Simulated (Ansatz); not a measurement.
```yaml
atoms:
  - { symbol: Cl, position_ang: [0.0376, -0.0252, -0.5477] }
  - { symbol: F, position_ang: [-0.0140, -0.0448, 1.0919] }
```

Basis set: aug-cc-pVDZ (spherical functions). Frozen core: 6 orbitals. Charge 0, multiplicity 1.

Computed with Ansatz (development build ahead of 0.2.0); each method stands on the lowest determinant of its kind that the runs found. Restricted open shells among the atoms or ions are ROHF, correlated in semicanonical orbitals with singles.

Task: Give the atomization energy at this shape (free ground-state atoms in the same class of orbitals less the molecule, no zero-point energy) of singlet ClF by RHF-MP2, RHF.

Result:

```json
{"method": "RHF-MP2", "atomization energy": "2.44 eV"}
{"method": "RHF", "atomization energy": "0.40 eV"}
```
